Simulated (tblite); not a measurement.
Species: C8H13P.
Geometry (GFN2-xTB, Å), atoms numbered from 1 in this order:
```xyz
22
C8H13P angstrom
C     -2.6011   -1.1608    0.3123
C     -1.6942   -0.1326   -0.3562
C     -1.4968    1.0951    0.5239
P     -0.0778   -0.9601   -0.8640
C      0.7951   -0.9710    0.7233
C      2.0233   -0.4995    0.8863
C      2.8298    0.1763   -0.1801
C      1.9936    0.8506   -1.2244
C      0.7633    0.4864   -1.5577
H     -3.5810   -0.7305    0.5148
H     -2.7307   -2.0313   -0.3287
H     -2.1750   -1.4923    1.2575
H     -2.1554    0.1762   -1.3041
H     -2.4562    1.5741    0.7180
H     -0.8417    1.8184    0.0420
H     -1.0527    0.8167    1.4776
H      0.2843   -1.4687    1.5381
H      2.5128   -0.5817    1.8496
H      3.4739   -0.5688   -0.6648
H      3.4955    0.9121    0.2809
H      2.4598    1.6991   -1.7113
H      0.2207    1.0116   -2.3346
```

Calculated harmonic vibrations of the isolated species, GFN2-xTB (tblite), most abundant isotopes, no scaling. The method is semi-empirical: single wavenumbers can be off by several per cent or more. One conformer, not necessarily the lowest.

Harmonic wavenumbers (cm⁻¹): 47.7, 68.4, 143.9, 160.8, 197.1, 215.1, 268.9, 305.0, 350.3, 371.4, 407.4, 449.1, 492.5, 623.3, 681.4, 701.8, 714.4, 758.3, 804.4, 900.9, 904.5, 918.0, 926.8, 939.2, 970.5, 980.8, 1040.5, 1047.0, 1135.2, 1150.1, 1167.9, 1176.4, 1178.7, 1245.4, 1295.1, 1296.7, 1323.0, 1334.9, 1404.9, 1417.2, 1450.1, 1489.5, 1492.9, 1500.3, 1502.4, 1656.0, 1687.6, 2886.9, 2890.1, 2956.8, 3002.8, 3009.2, 3018.1, 3019.5, 3022.3, 3023.8, 3027.2, 3030.7, 3035.1, 3037.6.

A = 2594, B = 993.2, C = 927.0 MHz; mass 140.075 u (most abundant isotopes); point group C1, symmetry number 1.

What is the zero-point energy?

½Σν̃ = 40627 cm⁻¹ = 486.01 kJ/mol.

Entropy at 200 K, 1 bar (ideal gas, RRHO, classical rotation)?

Translation 162.19, rotation 117.56, vibration 78.17: S = 357.9 J/(mol K).

And Cp and H(200 K) − H(0)?

Cp = 124.27 J/(mol K), of which vibrations give 91.01 (their classical limit is 60 R = 498.9); H(200 K) − H(0) = 15.44 kJ/mol without the zero-point energy, 8.79 from vibrations.

Blend soft modes into free rotors: weight 1/[1 + (100 cm⁻¹/ν̃)⁴] for the oscillator and the rest for a rotor with moment μB/(μ + B), μ = h/(8π²ν), B = 10⁻⁴⁴ kg m². What vibrational entropy results?

72.93 J/(mol K) in place of 78.17, which changes −T·S at 200 K by +1.05 kJ/mol.

What must be added to the electronic energy to get the Gibbs energy at 200 K and 1 bar?

ZPE + [H(200 K) − H(0)] − T·S = 486.01 + 15.44 − 71.59 = 429.86 kJ/mol.

Hindered rotation and anharmonicity are outside this model. Other conformers, if any are populated, would add a mixing term that is left out. The structure is chiral; the term R ln 2 for an equal mix with its mirror image is left out.

Hardware: one thread of an Arm Neoverse V1, shared host with 32 logical CPUs at a one-minute load of 20. Cost: 1.0 s. This covers the Hessian and the dipole derivatives.
